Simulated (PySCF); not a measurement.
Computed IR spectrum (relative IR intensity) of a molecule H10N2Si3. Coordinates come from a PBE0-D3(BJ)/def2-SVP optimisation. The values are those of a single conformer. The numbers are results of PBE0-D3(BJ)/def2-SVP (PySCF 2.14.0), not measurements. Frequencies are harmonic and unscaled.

```csv
ν (cm⁻¹),relative intensity
303,8.7
357,3.9
364,23
466,14
510,4.0
581,3.5
797,20
812,100
879,22
928,7.6
932,6.6
940,43
958,17
964,14
975,20
1199,54
1538,11
2185,20
2204,22
2208,15
2216,35
2223,21
2235,24
3602,5.8
3618,5.5
3722,6.0
```

Q: Identify the compound among the candidates.
A. N[Si@H]([SiH3])N[SiH3]
B. N[SiH2]N[SiH2][SiH3]
C. N[SiH2]N([SiH3])[SiH3]
D. [SiH3]N[SiH2]N[SiH3]

A: B, N[SiH2]N[SiH2][SiH3]
